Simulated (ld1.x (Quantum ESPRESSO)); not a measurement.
**Configuration tests for gallium (Ga) (PAW)**

ld1.x (Quantum ESPRESSO) 7.5 input, shortened:

```
&input
   title='Ga', zed=31., rel=1, dft='PBE', iswitch=3,
   config='[Ar] 3d10 4s1.75 4p1.25 4f-2'
 /
 &inputp
   pseudotype=3, lpaw=.true., tm=.true., lloc=3,
   nlcc=.true., new_core_ps=.true., rcore=0.80,
   which_augfun='GAUSS', rmatch_augfun=0.75
 /
7
4S  1  0   1.75   0.00  1.65  1.85  0.0
4S  1  0   0.00  -0.15  1.65  1.85  0.0
4P  2  1   1.25   0.00  2.15  2.85  0.0
4P  2  1   0.00   5.00  2.15  2.85  0.0
3D  3  2  10.00   0.00  0.75  0.95  0.0
3D  3  2   0.00   1.65  0.75  0.95  0.0
4F  4  3  -2.00   0.15  2.15  2.15  0.0
 &test
   configts(1)='3d10 4s1.75 4p1.25'
 /
```

Energies are relative to the spin-unpolarised reference configuration 3d10 4s1.75 4p1.25; without spin polarisation the order of configurations can differ from experiment.

Task: Give the all-electron excitation energy and the error of the potential for: 3d10 4s2 4p1; 3d10 4s2 4p0; 3d10 4s1 4p0; 3d9 4s2 4p1; 3d10 4s0 4p3; 3d10 4s2 4p0.5; 3d10 4s1 4p1.

Result:

```tsv
valence configuration	charge	ΔE all-electron (eV)	error AE − PS (meV)
3d10 4s2 4p1	0	-1.603	+2.3
3d10 4s2 4p0	+1	4.085	+76
3d10 4s1 4p0	+2	25.212	+151
3d9 4s2 4p1	+1	26.092	-171
3d10 4s0 4p3	0	11.768	+132
3d10 4s2 4p0.5	+0.5	0.427	+19
3d10 4s1 4p1	+1	11.457	+1.1
```

Levels in the configuration 3d10 4s2 4p1:

```json
{"level": "3d", "all-electron (eV)": "-19.154", "pseudo (eV)": "-19.187"}
{"level": "4s", "all-electron (eV)": "-8.948", "pseudo (eV)": "-8.953"}
{"level": "4p", "all-electron (eV)": "-2.579", "pseudo (eV)": "-2.567"}
```
